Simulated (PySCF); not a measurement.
## C₆ coefficients of unlike pairs at PBE0

Calculated with PySCF 2.14 from the dipole response of each species, C₆(A,B) = (3/π) ∫ α_A(iu) α_B(iu) du, in atomic units, from isotropic polarisabilities. For ions this is the dispersion term alone; charge-induced terms of lower order in 1/R come first.

| species | configuration | basis | relativity | α (bohr³) | C₆ (like pair) |
| --- | --- | --- | --- | --- | --- |
| Pt | [Xe] 4f14 5d9 6s1 (3D) | aug-cc-pwCVTZ-PP with ECP60MDF (8s8p7d4f3g) | core potential | 40.07 | 379.4 |
| Sb | [Kr] 4d10 5s2 5p3 (4S) | aug-cc-pVQZ-PP with one added diffuse shell each of s, p, d, f, g type with ECP28MDF (8s8p6d4f3g) | core potential | 45.82 | 500.0 |
| Ir | [Xe] 4f14 5d7 6s2 (4F) | aug-cc-pVTZ-PP with ECP60MDF (6s6p5d3f2g) | core potential | 50.42 | 551.5 |
| Zr³⁺ | [Kr] 4d1 (2D) | aug-cc-pVDZ-PP with ECP28MDF (5s5p4d2f) | core potential | 5.502 | 22.04 |

Q: Estimate C₆ for Zr³⁺ with Ir.

A: The integral gives 97.79. The combination rule 2 C_A C_B / (C_A α_B/α_A + C_B α_A/α_B) gives 92.73 and the geometric mean 110.2.

No spin-orbit coupling is included.

The other pairs:

```
    pair     C₆
  Ir, Sb  524.3
Zr³⁺, Sb  92.22
  Ir, Pt  456.4
  Sb, Pt  433.4
Zr³⁺, Pt  83.68
```
